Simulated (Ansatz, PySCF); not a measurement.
Ge(H)(Cl)2(Me) (CH₄Cl₂Ge), SMILES [Cl][GeH]([CH3])[Cl]. Atoms are numbered in the order given.

```xyz
8

Ge    -0.1412    -0.0731     0.4542
C     -2.0516    -0.2684     0.2656
Cl     0.8272    -1.5859    -0.7414
Cl     0.4370     1.8487    -0.3381
H      0.4281    -0.1753     1.8734
H     -2.3627    -1.2572     0.6319
H     -2.5644     0.5156     0.8409
H     -2.3200    -0.1739    -0.7954
```
Charge 0, spin multiplicity 1.

The structure is a stationary point at PBE0-D3(BJ)/def2-SVP.

Two levels are set side by side: PBE-D3(BJ)/def2-SVP (Ansatz, a quantum-chemistry and plane-wave program) and PBE0-D3(BJ)/def2-SVP (Ansatz). Each level has its own optimised geometry; the coordinates shown are those of the second. Frequencies come from the Hessian of PySCF at each geometry. Differences are taken from unrounded values.

```csv
quantity,PBE0-D3(BJ)
mean bond length (Å),1.582
bond Ge1–C2 (Å),1.930
bond Ge1–Cl3 (Å),2.158
bond Ge1–Cl4 (Å),2.158
bond Ge1–H5 (Å),1.533
bond C2–H6 (Å),1.099
bond C2–H7 (Å),1.099
bond C2–H8 (Å),1.099
highest harmonic wavenumber (cm⁻¹),3198
mean harmonic wavenumber (cm⁻¹),1160
zero-point energy (kcal/mol),29.85
```

What does PBE-D3(BJ) give, and how far is it from PBE0-D3(BJ)? (An estimate is asked for; the answer gives what the named calculation found.)


```json
[
 {"quantity": "mean bond length (Å)", "PBE-D3(BJ)": "1.596", "PBE-D3(BJ) minus PBE0-D3(BJ)": "0.013"},
 {"quantity": "bond Ge1–C2 (Å)", "PBE-D3(BJ)": "1.947", "PBE-D3(BJ) minus PBE0-D3(BJ)": "0.017"},
 {"quantity": "bond Ge1–Cl3 (Å)", "PBE-D3(BJ)": "2.177", "PBE-D3(BJ) minus PBE0-D3(BJ)": "0.019"},
 {"quantity": "bond Ge1–Cl4 (Å)", "PBE-D3(BJ)": "2.177", "PBE-D3(BJ) minus PBE0-D3(BJ)": "0.019"},
 {"quantity": "bond Ge1–H5 (Å)", "PBE-D3(BJ)": "1.547", "PBE-D3(BJ) minus PBE0-D3(BJ)": "0.015"},
 {"quantity": "bond C2–H6 (Å)", "PBE-D3(BJ)": "1.107", "PBE-D3(BJ) minus PBE0-D3(BJ)": "0.008"},
 {"quantity": "bond C2–H7 (Å)", "PBE-D3(BJ)": "1.107", "PBE-D3(BJ) minus PBE0-D3(BJ)": "0.008"},
 {"quantity": "bond C2–H8 (Å)", "PBE-D3(BJ)": "1.106", "PBE-D3(BJ) minus PBE0-D3(BJ)": "0.008"},
 {"quantity": "highest harmonic wavenumber (cm⁻¹)", "PBE-D3(BJ)": "3113", "PBE-D3(BJ) minus PBE0-D3(BJ)": "-85"},
 {"quantity": "mean harmonic wavenumber (cm⁻¹)", "PBE-D3(BJ)": "1121", "PBE-D3(BJ) minus PBE0-D3(BJ)": "-39"},
 {"quantity": "zero-point energy (kcal/mol)", "PBE-D3(BJ)": "28.84", "PBE-D3(BJ) minus PBE0-D3(BJ)": "-1.02"}
]
```

GGA bonds tend to be longer and softer than those of functionals with exact exchange. Differences between two approximate levels are no errors against the true value.
